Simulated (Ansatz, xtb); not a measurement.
## AsH5InSi: which of two structures lies lower

We compare X, a doublet given by its coordinates, with Y, `[SiH3][In][AsH2]`, a doublet. Both are isolated molecules in the gas phase, relaxed with PBE-D3(BJ)/def2-SVP; the shapes shown needn't be the lowest conformers.

X (Å):

```xyz
8

As   -0.0691   -0.7509    1.5896
In    1.3478    1.4930    2.9488
Si   -1.7485    0.9453    1.5225
H    -2.1202    1.3033    0.1098
H    -2.9826    0.5339    2.2774
H    -1.1507    2.1652    2.1934
H    -0.2291   -1.1669    0.1086
H    -1.0160   -1.8686    2.0856
```

Close contacts (Å): As1–In2 2.98, As1–Si3 2.39, As1–H7 1.55, As1–H8 1.55, Si3–H4 1.50, Si3–H5 1.50, Si3–H6 1.52.

Y (Å):

```yaml
atoms:
  - { symbol: As, position_ang: [-0.3822, 0.6006, 4.2498] }
  - { symbol: In, position_ang: [-0.5543, -0.8954, 1.9928] }
  - { symbol: Si, position_ang: [-1.8710, 0.2216, -0.0795] }
  - { symbol: H, position_ang: [-3.3213, -0.1964, -0.0072] }
  - { symbol: H, position_ang: [-1.3253, -0.2718, -1.3964] }
  - { symbol: H, position_ang: [-1.8279, 1.7320, -0.0981] }
  - { symbol: H, position_ang: [0.5675, 1.5226, 3.4502] }
  - { symbol: H, position_ang: [0.8042, -0.2280, 4.7798] }
```

Quicker runs give these differences E(Y) − E(X): GFN2-xTB −42.37 kJ/mol; HF/STO-3G −221.59 kJ/mol (at GFN2-xTB geometries); r2SCAN-D4/def2-SVP −18.08 kJ/mol (at GFN2-xTB geometries).

Question: Estimate E(Y) − E(X) at the level CCSD(T)/def2-SVP + ΔMP2/def2-TZVPP.

Answer: Too close to call at this level: CCSD(T)/def2-SVP + ΔMP2/def2-TZVPP gives E(Y) − E(X) = +2.61 kJ/mol.

How the difference moves with the method:

| level | geometry | E(Y) − E(X) (kJ/mol) | departure from the last row (kJ/mol) | job, with rough time for the two |
| --- | --- | --- | --- | --- |
| GFN2-xTB | GFN2-xTB | −42.37 | −44.98 | optimisation, 0.19 s |
| HF/STO-3G | GFN2-xTB | −221.59 | −224.20 | single point, 4.7 s |
| r2SCAN-D4/def2-SVP | GFN2-xTB | −18.08 | −20.68 | single point, 9.3 s |
| PBE-D3(BJ)/def2-SVP | PBE-D3(BJ)/def2-SVP | −9.92 | −12.53 | optimisation, 3.1 min |
| HF/def2-SVP | PBE-D3(BJ)/def2-SVP | −32.38 | −34.98 | part of the CCSD(T) run |
| MP2/def2-SVP | PBE-D3(BJ)/def2-SVP | −22.98 | −25.58 | part of the CCSD(T) run |
| CCSD(T)/def2-SVP | PBE-D3(BJ)/def2-SVP | −21.44 | −24.05 | single point |
| CCSD(T)/def2-SVP + ΔMP2/def2-TZVPP | PBE-D3(BJ)/def2-SVP | +2.61 |  | single point, 1.9 min |

The largest departure from CCSD(T)/def2-SVP + ΔMP2/def2-TZVPP is that of HF/STO-3G, 224.20 kJ/mol. The last row adds to CCSD(T) the change of the MP2 difference between the two basis sets, here +24.05 kJ/mol, a large step that makes the value less sure.

With harmonic frequencies from PBE-D3(BJ)/def2-SVP (ideal gas, rigid rotor, one conformer each, 298.15 K, 1 atm): on the last row, ΔE + ΔZPE = −1.14 kJ/mol. A mode under 50 cm⁻¹ makes harmonic enthalpies and free energies unreliable, so none is given.

Open shells are spin-unrestricted. The correlated steps freeze 18 core orbitals; the filled d shell of As and In is correlated, in a basis made for valence electrons. Atoms past krypton carry core potentials in the def2 sets, other sets are all-electron and non-relativistic, and no spin–orbit term is included. Codes used: Ansatz 0.2.0, xtb 6.7.1; the last row on 2 threads of Arm Neoverse V2 on a shared host.
